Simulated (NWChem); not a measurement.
System: CH4ClFOSi; SMILES Cl[Si@](O)(C)F

```xyz
9

C      1.6378     1.1041     0.0660
Si    -0.0343     0.3422    -0.0071
O     -0.8250     0.8707    -1.3442
F     -0.8904     0.7256     1.3126
Cl     0.0587    -1.7174    -0.0031
H      2.2276     0.8229    -0.8185
H      2.1748     0.7699     0.9655
H      1.5531     2.2010     0.0946
H     -1.6857     0.4905    -1.5451
```
Atoms are numbered in this order, from 1.

Geometry: optimised at PBE0/def2-SVP.

Question: List the 6 lowest vertical singlet excitations from B3LYP/6-31+G* (spherical d), full TDDFT (NWChem).

Answer: 
| state | energy (eV) | oscillator strength | leading excitation (squared amplitude) |
|---|---|---|---|
| S1 | 7.59 | 0.030 | HOMO → LUMO (0.90) |
| S2 | 7.73 | 0.075 | HOMO−1 → LUMO (0.92) |
| S3 | 8.33 | 0.068 | HOMO−2 → LUMO (0.54) |
| S4 | 8.45 | 0.022 | HOMO → LUMO+1 (0.53) |
| S5 | 8.54 | 0.029 | HOMO−1 → LUMO+1 (0.80) |
| S6 | 8.58 | 0.047 | HOMO−3 → LUMO (0.73) |
